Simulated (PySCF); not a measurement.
Computed structure and properties of [Tm(H2O)4]3+

System: [Tm(H2O)4]3+ (singlet in the valence; each metal's 4f electrons, 12 of them, lie in its core potential, out of spins and levels); start: displaced along the imaginary mode (S4). Method: PySCF 2.14.0, RKS PBE0, Tm lcecp-1-SVP with ECP58, O def2-SVP, H def2-SVP; non-relativistic Hamiltonian with scalar-relativistic core potentials where named; density fitting; no spin-orbit coupling.

Input of the relaxation:

```python
mol = gto.M(atom='''
Tm    -0.00000     0.00000     0.00000
O      1.28170     1.30067     1.29270
H      1.85497     1.00308     2.07683
H      1.44663     2.29768     1.18877
O     -1.28170    -1.29270     1.30067
H     -1.44663    -1.18877     2.29768
H     -1.85497    -2.07683     1.00308
O      1.28170    -1.30067    -1.29270
H      1.44663    -2.29768    -1.18877
H      1.85497    -1.00308    -2.07683
O     -1.28170     1.29270    -1.30067
H     -1.85497     2.07683    -1.00308
H     -1.44663     1.18877    -2.29768''',
    basis={'Tm': 'lcecp-1-SVP', 'O': 'def2-SVP', 'H': 'def2-SVP'},
    ecp={'Tm': 'lcecp-1-SVP'},
    charge=3, spin=0)
mf = dft.RKS(mol, xc='PBE0')
mf.grids.atom_grid = (50, 194)  # f atoms: unpruned, at least (60, 302)
mf = mf.density_fit()  # fitting sets: Tm AutoAux, O def2-universal-JKFIT, H def2-universal-JKFIT
mf.conv_tol = 1e-08; mf.max_cycle = 55
mf.kernel(dm0)  # dm0: converged density of the start geometry
# quasi-Newton relaxation in Cartesian coordinates to a largest gradient under 0.00045 Eh/bohr, steps kept in the point group
```

Run from Python with OMP_NUM_THREADS=2; the lines above give its settings. Where DIIS fails, smearing, a level shift and second-order steps follow.
It took 96 s on 2 threads of Arm Neoverse V2 (shared host), from the converged density of the start.

Course of the relaxation:

| step | energy above end (eV) | largest force component within the symmetry (eV/Å) |
| --- | --- | --- |
| 0 | 0.2340 | 1.332 |
| 1 | 0.0339 | 0.123 |
| 2 | 0.0308 | 0.025 |
| 3 | 0.0287 | 0.119 |
| 4 | 0.0255 | 0.180 |
| 5 | 0.0184 | 0.147 |
| 6 | 0.0117 | 0.070 |
| 7 | 0.0064 | 0.140 |
| 10 | 0.0024 | 0.066 |
| 11 | 0.0011 | 0.026 |
| 12 | 0.0007 | 0.080 |
| 13 | 0.0005 | 0.041 |
| 14 | 0.0002 | 0.016 |
| 15 | 0.0000 | 0.005 |
(The steps between are left out.)

Relaxed geometry (S4):

```xyz
13

Tm   -0.0001    0.0000    0.0000
O     1.3213    1.3077    1.2421
H     2.1224    1.0551    1.7564
H     1.2460    2.2769    1.4001
O    -1.3215   -1.2420    1.3076
H    -1.2459   -1.4002    2.2769
H    -2.1223   -1.7565    1.0551
O     1.3213   -1.3077   -1.2421
H     1.2460   -2.2769   -1.4001
H     2.1224   -1.0551   -1.7564
O    -1.3215    1.2420   -1.3076
H    -2.1223    1.7565   -1.0551
H    -1.2459    1.4002   -2.2769
```

```tsv
contact	Å
Tm1–O2 (H2O)	2.236
Tm1–O5 (H2O)	2.236
Tm1–O8 (H2O)	2.236
Tm1–O11 (H2O)	2.236
```

On the finer grid (75, 302):

* HOMO: -24.59 eV
* LUMO: -15.07 eV
* Dipole about the centre of mass: 0.00 D
* Set of Mulliken populations of Tm1 outside the core potential: s 2.19, p 6.26, d 0.79, f 0.04
* D3(BJ) dispersion energy (not in the energies): -0.172 eV

```
atom  Mulliken (e)  Löwdin (e)  spin (e)
 Tm1          1.71        1.25      0.00
  O2         -0.32        0.03      0.00
  H3          0.32        0.20      0.00
  H4          0.32        0.20      0.00
  O5         -0.32        0.03      0.00
  H6          0.32        0.20      0.00
  H7          0.32        0.20      0.00
  O8         -0.32        0.03      0.00
  H9          0.32        0.20      0.00
 H10          0.32        0.20      0.00
 O11         -0.32        0.03      0.00
 H12          0.32        0.20      0.00
 H13          0.32        0.20      0.00
```

The 4f levels lie in the core potential and are missing. Their spin isn't counted.

On the grid (50, 194), as all that follows. Harmonic modes: a minimum within the noise of the softest modes; lowest 38 cm⁻¹ (negative: unstable), highest 3652 cm⁻¹, zero-point energy 2.683 eV.

Taking off one H2O (charge 0, singlet; the rest: singlet) in vacuum, both parts rigid, costs 3.57 eV; the small basis without counterpoise inflates it. Parting with an electron moved from the ligand to the metal can be far cheaper, even downhill.

Rigid scan of H2O along the line from its metal:

```csv
distance to O2 (Å),energy (eV)
1.94,0.695
2.04,0.262
2.14,0.056
2.24,0.000
2.34,0.042
2.44,0.147
```

One start shape was tried, so this needn't be the lowest isomer.

An lcecp potential fixes the number of 4f electrons, so in runs with it no electron can move into or out of that shell.
